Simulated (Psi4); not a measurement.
C₄H₁₀BO₂ (SMILES CCO[B]OCC), doublet, at a GFN2-xTB geometry. Base run: BLYP/3-21G in Psi4 1.11.

Geometry (Å):
```xyz
17

C      3.0430     0.2089    -0.7681
C      2.3249    -0.7435     0.1835
O      1.1032    -0.2209     0.6382
B     -0.0059    -0.0334    -0.1241
O     -1.0472     0.5370     0.5368
C     -2.3165     0.7907    -0.0079
C     -3.0933    -0.4926    -0.2867
H      2.4310     0.3761    -1.6520
H      3.2136     1.1647    -0.2793
H      3.9983    -0.2133    -1.0678
H      2.9369    -0.9134     1.0764
H      2.1613    -1.7098    -0.3149
H     -2.8508     1.3994     0.7301
H     -2.2209     1.3734    -0.9354
H     -2.5583    -1.0945    -1.0185
H     -3.1969    -1.0709     0.6278
H     -4.0812    -0.2545    -0.6714
```
Charge 0, spin multiplicity 2.
Orbitals are unrestricted.
All else is at Psi4's defaults (density fitting, Cartesian functions).
Base energy -331.78312 Eh.

Each row names what was changed in the base input (with any setting that the change needs).

```json
[
 {"change": "base", "ΔE vs base (mEh)": "0.000", "SCF cycles": "9", "grid points": "361582", "basis functions": "83"},
 {"change": "guess = huckel", "ΔE vs base (mEh)": "0.000", "SCF cycles": "10", "grid points": "361582", "basis functions": "83"},
 {"change": "scf_type = direct", "ΔE vs base (mEh)": "0.243", "SCF cycles": "11", "grid points": "361582", "basis functions": "83"},
 {"change": "guess = core", "ΔE vs base (mEh)": "0.000", "SCF cycles": "14", "grid points": "361582", "basis functions": "83"},
 {"change": "puream = false", "ΔE vs base (mEh)": "0.000", "SCF cycles": "9", "grid points": "361582", "basis functions": "83"},
 {"change": "ints_tolerance = 1e-8", "ΔE vs base (mEh)": "0.000", "SCF cycles": "9", "grid points": "361582", "basis functions": "83"},
 {"change": "guess = sap", "ΔE vs base (mEh)": "0.000", "SCF cycles": "12", "grid points": "361582", "basis functions": "83"},
 {"change": "puream = true", "ΔE vs base (mEh)": "-0.118", "SCF cycles": "9", "grid points": "361582", "basis functions": "83"},
 {"change": "scf_initial_accelerator = ediis", "ΔE vs base (mEh)": "0.000", "SCF cycles": "9", "grid points": "361582", "basis functions": "83"},
 {"change": "scf_type = dfdirj+link", "ΔE vs base (mEh)": "0.016", "SCF cycles": "9", "grid points": "361582", "basis functions": "83"},
 {"change": "d_convergence = 1e-10", "ΔE vs base (mEh)": "0.000", "SCF cycles": "15", "grid points": "361582", "basis functions": "83"},
 {"change": "df_basis_scf = cc-pvqz-jkfit", "ΔE vs base (mEh)": "0.194", "SCF cycles": "9", "grid points": "361582", "basis functions": "83"},
 {"change": "dft_radial_scheme = becke", "ΔE vs base (mEh)": "0.001", "SCF cycles": "9", "grid points": "319925", "basis functions": "83"}
]
```

Open shells are given as the SCF converged; they aren't shown to be the lowest states, and a large step between rows can be another state.
